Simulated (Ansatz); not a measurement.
LinHm (charge -1): PBE0-D4/def2-TZVPD single points in Ansatz on relaxed structures, gas phase. Each cluster is the lowest isomer that a short search found in that spin, judged at the geometry's level, and lower ones may exist. HOMO and LUMO are taken over both spins. The spins of the ions were chosen, not always searched. A dash marks a value that wasn't run or was left out as unsound. The structures are stationary points that may keep the symmetry of their start. Remarks come from the PBE and PBE0 runs and from stability tests at other levels; not every state was tested. A HOMO above zero means that the electron is unbound at that level and held by the basis, or that self-interaction error raises the level; the energy of removing that electron tells which.

| species | atoms | state | geometry | HOMO (eV) | vertical IE (eV) | lowest of the spins relaxed | point group (within 0.1 Å) | remarks |
| --- | --- | --- | --- | --- | --- | --- | --- | --- |
| Li3H⁻ | 4 | doublet; oxidised ion singlet | PBE0-D4/def2-TZVPD | 0.56 | – | doublet, of doublet/quartet | C2v | HOMO above zero at PBE or PBE0, restricted SCF unstable in HF (neutral singlet), HOMO above zero (quartet) |
| Li2H4⁻ | 6 | doublet; oxidised ion singlet | r2SCAN-D4/def2-TZVPD | -0.14 | 2.15 | – | C2v | HOMO above zero at PBE or PBE0 |
| Li3H6⁻ | 9 | singlet | PBE-D4/def2-TZVPD | -1.31 | 3.13 | – | – | HOMO above zero (triplet), HOMO above zero (quintet) |
| Li5H10⁻ | 15 | singlet | PBE-D4/def2-TZVPD | -1.67 | 3.34 | – | – | – |

**Question.** Estimate the rows for Li4H5⁻ (singlet, PBE0-D4/def2-TZVPD geometry).

**Answer.** 
```tsv
species	atoms	state	geometry	HOMO (eV)	vertical IE (eV)	lowest of the spins relaxed	point group (within 0.1 Å)
Li4H5⁻	9	singlet	PBE0-D4/def2-TZVPD	-1.85	3.55	–	C4v
```

The vertical IE (eV) runs from 2.15 (Li2H4⁻) to 3.55 (Li4H5⁻).
